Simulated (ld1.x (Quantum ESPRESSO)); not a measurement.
Transferability test, ultrasoft potential for As (Z = 33)

ld1.x (Quantum ESPRESSO) 7.5 input, shortened:

```
&input
   title='As', zed=33., rel=1, dft='PW91', iswitch=3,
   config='[Ar] 3d10 4s2 4p3'
 /
 &inputp
   pseudotype=3, tm=.true., lloc=-2, rcloc=0.65,
   nlcc=.true., new_core_ps=.true.
 /
6
4S  1  0   2.00   0.00  1.15  1.50  0.0
4S  1  0   0.00   4.10  1.15  1.50  0.0
4P  2  1   3.00   0.00  1.40  1.90  0.0
4P  2  1   0.00   0.15  1.40  1.90  0.0
3D  3  2  10.00   0.00  0.50  0.60  0.0
3D  3  2   0.00   0.95  0.50  0.60  0.0
 &test
   configts(1)='3d10 4s2 4p3'
 /
```

Energies are relative to the spin-unpolarised reference configuration 3d10 4s2 4p3; without spin polarisation the order of configurations can differ from experiment.

| valence configuration | charge | ΔE all-electron (eV) | error AE − PS (meV) |
| --- | --- | --- | --- |
| 3d10 4s2 4p2 | +1 | 9.207 | -1.6 |
| 3d10 4s2 4p1 | +2 | 27.206 | -6.3 |
| 3d10 4s2 4p0 | +3 | 55.016 | -17 |
| 3d10 4s1 4p3 | +1 | 19.340 | -2.9 |
| 3d9 4s2 4p3 | +1 | 50.929 | -383 |
| 3d10 4s1 4p4 | 0 | 9.444 | -2.1 |

(1) What are ΔE and the potential's error for 3d9 4s2 4p4?

Note: ghost state, extra bound levels that the all-electron valence spectrum of the same l lacks: s at -178.8 eV. A true bound ghost makes a file unfit for plane-wave use.

## Answers

(1) ΔE = 40.143 eV all-electron; the error (AE − PS) is -429 meV.
